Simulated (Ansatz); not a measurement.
C₄F₅ (SMILES FC(F)=[C]C(F)=C(F)F), doublet, geometry from GFN2-xTB, atoms displaced at random by about 0.05 Å a coordinate; PBE/3-21G run with Ansatz (an electronic-structure program).

Input for Ansatz:
Ansatz 0.2 input:
```yaml
crystal:
  periodic: [false, false, false]
  atoms:
    - {symbol: F, position_ang: [2.67965749, 0.85193016, 0.24802368]}
    - {symbol: C, position_ang: [1.91195506, -0.02320582, 0.52498415]}
    - {symbol: F, position_ang: [2.23066961, -1.04020983, 1.24567555]}
    - {symbol: C, position_ang: [0.69218127, -0.17770926, -0.06636491]}
    - {symbol: C, position_ang: [-0.51347050, -0.19456284, -0.53071087]}
    - {symbol: F, position_ang: [-0.66782039, -0.85621817, -1.72177738]}
    - {symbol: C, position_ang: [-1.65791372, 0.31583195, 0.02717736]}
    - {symbol: F, position_ang: [-2.95974466, 0.18713133, -0.67209044]}
    - {symbol: F, position_ang: [-1.70373994, 0.85529696, 1.11590587]}
basis:
  gaussian:
    orbitals: 3-21G.json
hamiltonian:
  xc: pbe
magnetization: {spin_polarized: true, initial_magnetization: 1}
relax: {max_displacement: 0.5}
```
The basis file holds 3-21G in the JSON format of the Basis Set Exchange.

What the program printed (banner, timings and long lists left out):

```
Functional definition: PBE
1107 factors; their error is unknown
mean field evaluation 1: about -17604.1486 eV, gradient 4.0e1 eV
mean field evaluation 2: about -17574.4994 eV, gradient 7.5e1 eV
mean field evaluation 4: about -17611.6438 eV, gradient 6.1e0 eV
mean field evaluation 8: about -17611.7859 eV, gradient 1.7e-1 eV
mean field evaluation 16: about -17611.7291 eV, gradient 8.9e-4 eV
mean field -17611.72910611 eV, -647.2191069909 hartree, gradient 1.6e-5 eV, S^2 0.759439; 0 other end points of the search recorded, 0 dependent functions left out
the calculation of the forces begins
reference -17611.72912173 eV, -647.2191075647 hartree; 35, 34 occupied and 46, 47 virtual orbitals, 1107 factors
relax step   1: F+E_penalty+E_count = -17611.72910611 eV  Δ(F+E_penalty+E_count) = +0.000e0 eV  max|allowed force component| = 1.231e1 eV/Å  Δτ_max = 0.0000 Å  (35 SCF iters, accepted)
these checks for a lower state are left out or cut short: starts, cluster_reference, orbital_swaps, neighbouring_geometries, increment
1107 factors; their error is unknown
mean field -17613.49938762 eV, -647.2841636364 hartree, gradient 2.1e-5 eV, S^2 0.759698; 0 other end points of the search recorded, 0 dependent functions left out
the calculation of the forces begins
reference -17613.49940303 eV, -647.2841642027 hartree; 35, 34 occupied and 46, 47 virtual orbitals, 1107 factors
relax step   2: F+E_penalty+E_count = -17613.49938762 eV  Δ(F+E_penalty+E_count) = -1.770e0 eV  max|allowed force component| = 4.203e0 eV/Å  Δτ_max = 0.1896 Å  (39 SCF iters, accepted)
these checks for a lower state are left out or cut short: starts, cluster_reference, orbital_swaps, neighbouring_geometries, increment
1107 factors; their error is unknown
mean field evaluation 32: about -17613.8900 eV, gradient 1.4e0 eV
mean field -17613.85196925 eV, -647.2971207721 hartree, gradient 1.3e-5 eV, S^2 0.758746; 0 other end points of the search recorded, 0 dependent functions left out
the calculation of the forces begins
reference -17613.85198471 eV, -647.2971213405 hartree; 35, 34 occupied and 46, 47 virtual orbitals, 1107 factors
relax step   3: F+E_penalty+E_count = -17613.85196925 eV  Δ(F+E_penalty+E_count) = -3.526e-1 eV  max|allowed force component| = 1.890e0 eV/Å  Δτ_max = 0.1934 Å  (38 SCF iters, accepted)
these checks for a lower state are left out or cut short: starts, cluster_reference, orbital_swaps, neighbouring_geometries, increment
1107 factors; their error is unknown
mean field -17613.29055819 eV, -647.2764892965 hartree, gradient 8.4e-6 eV, S^2 0.758686; 0 other end points of the search recorded, 0 dependent functions left out
the calculation of the forces begins
reference -17613.29057412 eV, -647.2764898817 hartree; 35, 34 occupied and 46, 47 virtual orbitals, 1107 factors
relax step   4: F+E_penalty+E_count = -17613.29055819 eV  Δ(F+E_penalty+E_count) = +5.614e-1 eV  max|allowed force component| = 2.923e0 eV/Å  Δτ_max = 0.3547 Å  (43 SCF iters, rejected (line search))
these checks for a lower state are left out or cut short: starts, cluster_reference, orbital_swaps, neighbouring_geometries, increment
1107 factors; their error is unknown
mean field -17613.99440070 eV, -647.3023550314 hartree, gradient 6.4e-5 eV, S^2 0.758213; 0 other end points of the search recorded, 0 dependent functions left out
the calculation of the forces begins
reference -17613.99441649 eV, -647.3023556118 hartree; 35, 34 occupied and 46, 47 virtual orbitals, 1107 factors
relax step   5: F+E_penalty+E_count = -17613.99440070 eV  Δ(F+E_penalty+E_count) = -1.424e-1 eV  max|allowed force component| = 1.190e0 eV/Å  Δτ_max = 0.1732 Å  (35 SCF iters, accepted)
these checks for a lower state are left out or cut short: starts, cluster_reference, orbital_swaps, neighbouring_geometries, increment
1107 factors; their error is unknown
mean field -17614.07725485 eV, -647.3053998655 hartree, gradient 6.1e-5 eV, S^2 0.758075; 0 other end points of the search recorded, 0 dependent functions left out
[...]
relax step   6: F+E_penalty+E_count = -17614.07725485 eV  Δ(F+E_penalty+E_count) = -8.285e-2 eV  max|allowed force component| = 5.562e-1 eV/Å  Δτ_max = 0.1043 Å  (37 SCF iters, accepted)
relax step   7: F+E_penalty+E_count = -17614.08599074 eV  Δ(F+E_penalty+E_count) = -8.736e-3 eV  max|allowed force component| = 8.115e-2 eV/Å  Δτ_max = 0.0492 Å  (34 SCF iters, accepted)
[...]
mean field -17614.08762505 eV, -647.3057809631 hartree, gradient 6.0e-5 eV, S^2 0.758285; 0 other end points of the search recorded, 0 dependent functions left out
the calculation of the forces begins
reference -17614.08764104 eV, -647.3057815507 hartree; 35, 34 occupied and 46, 47 virtual orbitals, 1107 factors
relax step   8: F+E_penalty+E_count = -17614.08762505 eV  Δ(F+E_penalty+E_count) = -1.634e-3 eV  max|allowed force component| = 2.341e-1 eV/Å  Δτ_max = 0.0266 Å  (31 SCF iters, accepted)
these checks for a lower state are left out or cut short: starts, cluster_reference, orbital_swaps, neighbouring_geometries, increment
1107 factors; their error is unknown
mean field -17614.08956322 eV, -647.3058521897 hartree, gradient 6.9e-5 eV, S^2 0.758218; 0 other end points of the search recorded, 0 dependent functions left out
the calculation of the forces begins
reference -17614.08957919 eV, -647.3058527763 hartree; 35, 34 occupied and 46, 47 virtual orbitals, 1107 factors
relax step   9: F+E_penalty+E_count = -17614.08956322 eV  Δ(F+E_penalty+E_count) = -1.938e-3 eV  max|allowed force component| = 3.139e-2 eV/Å  Δτ_max = 0.0338 Å  (31 SCF iters, accepted)
these checks for a lower state are left out or cut short: starts, cluster_reference, orbital_swaps, neighbouring_geometries, increment
1107 factors; their error is unknown
mean field -17614.08959840 eV, -647.3058534823 hartree, gradient 6.2e-5 eV, S^2 0.758211; 0 other end points of the search recorded, 0 dependent functions left out
the calculation of the forces begins
reference -17614.08961436 eV, -647.3058540691 hartree; 35, 34 occupied and 46, 47 virtual orbitals, 1107 factors
relax step  10: F+E_penalty+E_count = -17614.08959840 eV  Δ(F+E_penalty+E_count) = -3.517e-5 eV  max|allowed force component| = 1.833e-2 eV/Å  Δτ_max = 0.0106 Å  (30 SCF iters, accepted)
these checks for a lower state are left out or cut short: starts, cluster_reference, orbital_swaps, neighbouring_geometries, increment
1107 factors; their error is unknown
mean field -17614.08962107 eV, -647.3058543155 hartree, gradient 6.2e-5 eV, S^2 0.758211; 0 other end points of the search recorded, 0 dependent functions left out
the calculation of the forces begins
reference -17614.08963703 eV, -647.3058549021 hartree; 35, 34 occupied and 46, 47 virtual orbitals, 1107 factors
relax step  11: F+E_penalty+E_count = -17614.08962107 eV  Δ(F+E_penalty+E_count) = -2.267e-5 eV  max|allowed force component| = 7.750e-3 eV/Å  Δτ_max = 0.0049 Å  (33 SCF iters, accepted)
1107 factors; their error is unknown
mean field evaluation 96: about -17614.1519 eV, gradient 2.0e-1 eV
mean field -17614.08962107 eV, -647.3058543155 hartree, gradient 6.2e-5 eV, S^2 0.758211; 1 other end points of the search recorded, 0 dependent functions left out
the calculation of the forces begins
reference -17614.08963703 eV, -647.3058549021 hartree; 35, 34 occupied and 46, 47 virtual orbitals, 1107 factors
Total energy: -17614.08963703 eV, -647.3058549021 hartree
Atom 0 at     2.784407     0.875970     0.283164 Å, force     0.000112     0.001450     0.000354 eV/Å
Atom 1 at     1.850676    -0.102714     0.492323 Å, force    -0.001471    -0.001739    -0.002260 eV/Å
Atom 2 at     2.421015    -1.044296     1.305844 Å, force     0.000401     0.000078     0.001120 eV/Å
Atom 3 at     0.636358    -0.116693     0.034758 Å, force     0.004530    -0.000238     0.001612 eV/Å
Atom 4 at    -0.548665    -0.226545    -0.582823 Å, force    -0.001959    -0.000995    -0.001526 eV/Å
Atom 5 at    -0.707744    -0.853948    -1.810447 Å, force     0.002966     0.000152     0.000947 eV/Å
Atom 6 at    -1.727519     0.282310    -0.042695 Å, force    -0.007750     0.002202     0.000786 eV/Å
Atom 7 at    -2.929752     0.180271    -0.650906 Å, force    -0.000864     0.000432    -0.000075 eV/Å
Atom 8 at    -1.767001     0.923928     1.141605 Å, force     0.004035    -0.001342    -0.000957 eV/Å
Dipole moment:    -0.175171     0.054644     0.041235 e Å
```
